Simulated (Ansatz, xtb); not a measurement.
# Relative energy of two structures of AlAsBH2Si−

Structure I: a singlet given by its coordinates. Structure II: a singlet given by its coordinates. Both are isolated ions in the gas phase, relaxed with PBE0-D3(BJ)/def2-SVPD.

I (Å):

```yaml
atoms:
  - { symbol: Al, position_ang: [-2.4016, -0.7332, -1.6015] }
  - { symbol: As, position_ang: [-1.8333, -2.4159, -4.9344] }
  - { symbol: B, position_ang: [-2.4577, -1.2680, -3.5524] }
  - { symbol: Si, position_ang: [-1.0260, -2.6924, -2.8002] }
  - { symbol: H, position_ang: [-1.4380, 0.4448, -1.0572] }
  - { symbol: H, position_ang: [-3.4585, -1.3039, -0.5200] }
```

Close contacts (Å): Al1–B3 2.02, Al1–Si4 2.68, As2–B3 1.90, As2–Si4 2.30, B3–Si4 2.16, Al1–H5 1.62, Al1–H6 1.62.

II (Å):

```xyz
6

Al   -1.3448   -2.0861   -2.0014
As   -2.7027   -2.2698   -3.9282
B    -2.6647   -0.5476   -1.9403
Si   -2.3286    0.0417   -3.7875
H    -3.5990   -0.2326   -1.2319
H    -0.0016   -2.8338   -1.5273
```

Close contacts (Å): Al1–As2 2.36, Al1–B3 2.03, As2–Si4 2.35, B3–Si4 1.97, Al1–H6 1.61, B3–H5 1.21.

Task: Which of the two would you expect CCSD(T)/def2-SVPD + ΔMP2/def2-TZVPPD electronic energies to favour?

Result: Too close to call at this level: CCSD(T)/def2-SVPD + ΔMP2/def2-TZVPPD gives E(II) − E(I) = +0.77 kJ/mol.

Level by level:

```csv
level,geometry,E(II) − E(I) (kJ/mol),departure from the last row (kJ/mol),"job, with rough time for the two"
PBE0-D3(BJ)/def2-SVPD,PBE0-D3(BJ)/def2-SVPD,−12.00,−12.76,"optimisation, 44 s"
HF/def2-SVPD,PBE0-D3(BJ)/def2-SVPD,+8.40,+7.63,part of the CCSD(T) run
MP2/def2-SVPD,PBE0-D3(BJ)/def2-SVPD,+5.21,+4.44,part of the CCSD(T) run
CCSD(T)/def2-SVPD,PBE0-D3(BJ)/def2-SVPD,+4.63,+3.87,single point
CCSD(T)/def2-SVPD + ΔMP2/def2-TZVPPD,PBE0-D3(BJ)/def2-SVPD,+0.77,,"single point, 37 s"
```

The largest departure from CCSD(T)/def2-SVPD + ΔMP2/def2-TZVPPD is that of PBE0-D3(BJ)/def2-SVPD, 12.76 kJ/mol. Levels run at GFN2-xTB geometries aren't shown. The last row adds to CCSD(T) the change of the MP2 difference between the two basis sets, here −3.87 kJ/mol.

With harmonic frequencies from PBE0-D3(BJ)/def2-SVPD (ideal gas, rigid rotor, one conformer each, 298.15 K, 1 atm): on the last row, ΔE + ΔZPE = +4.90, ΔH = +4.70, ΔG = +5.50 kJ/mol.

The correlated steps freeze 20 core orbitals; the filled d shell of As is correlated, in a basis made for valence electrons. Mirror images aren't counted in ΔG. Codes used: Ansatz 0.2.0; the last row on 2 threads of Arm Neoverse V1 on a shared host.
